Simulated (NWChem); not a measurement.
SiN2H5F; SMILES [SiH](N)(N)F

```xyz
9

Si    -0.0785    -0.0223     0.3238
N      1.5325    -0.3560    -0.1475
N     -0.4871     1.5207    -0.2757
F     -0.9221    -1.2752    -0.2940
H     -0.4379    -0.0163     1.7683
H      1.8671    -1.3103    -0.2022
H      2.2799     0.3011     0.0370
H     -0.2810     1.7849    -1.2321
H     -1.2550     2.0538     0.1133
```
Atoms are numbered in this order, from 1.

Computed with NWChem. Pople sets run with spherical d functions. Coordinates come from a PBE0/def2-SVP optimisation. Field at 589 nm.

For level B3LYP/6-31G*:

```yaml
isotropic polarisability (bohr³): 33.0
anisotropy (bohr³): 8.1
```

Task: Estimate the same quantities for level B3LYP/aug-cc-pVDZ.

Result: The isotropic polarisability (bohr³) is 46.3 and the anisotropy (bohr³) is 6.1.
